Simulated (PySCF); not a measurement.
## Energy profile

The step: SiNH₄Cl ([NH2][SiH2][Cl]) + HF → SiNH₄F ([NH2][SiH2][F]) + HCl; bonds formed: Si1–F7, Cl2–H6; bonds broken: Si1–Cl2, H6–F7 (atoms numbered as in the saddle structure below).

Si1  (-0.406, -0.321, 0.009)
Cl2  (1.347, -1.964, 0.704)
H3  (-0.654, -1.291, -1.085)
H4  (-1.404, -0.536, 1.072)
N5  (-0.346, 1.113, -0.883)
H6  (1.313, -0.570, 1.304)
F7  (0.757, 0.444, 1.267)
H8  (-0.088, 2.013, -0.517)
H9  (-0.520, 1.112, -1.872)
(Å)

Electronic energies by CCSD(T) at an estimated basis limit (MP2 extrapolated from triple and quadruple zeta, plus CCSD(T) − MP2 in triple zeta), on PBE0-D4/def2-TZVP structures; SiNH₅ClF, closed shell; no counterpoise correction. Computed with PySCF 2.14 with density fitting (its default auxiliary sets; JK sets also for MP2 and CCSD(T)) (basis: def2-TZVPP and def2-QZVPP); correlated methods freeze the cores. Extrapolation: Hartree–Fock as exp(−7.88 √X), correlation as X^−2.97.

(1) Give the profile in eV, counted from the separated reactants. (Judge from chemistry; the value comes from the calculation.)

T1 diagnostic: at most 0.012.

Results:

(1) By the calculation:
| point | eV |
| --- | --- |
| separated: SiNH₄Cl (linked as [NH2][SiH2][Cl]; Si1, Cl2, H3, H4, N5, H8, H9; singlet) + HF (H6, F7; singlet) | 0.000 |
| start structure | -0.227 |
| saddle | 1.050 |
| end structure | -0.594 |
| separated: SiNH₄F (linked as [NH2][SiH2][F]; Si1, H3, H4, N5, F7, H8, H9; singlet) + HCl (Cl2, H6; singlet) | -0.428 |

For scale, one of the runs: CCSD(T)/def2-TZVPP, 216 basis functions, launched by `OMP_NUM_THREADS=4 python run.py`. Time: 5.7 min of wall clock on 4 CPU threads of an AMD EPYC 7B13; the host was shared. Peak host memory: 3.4 GiB.
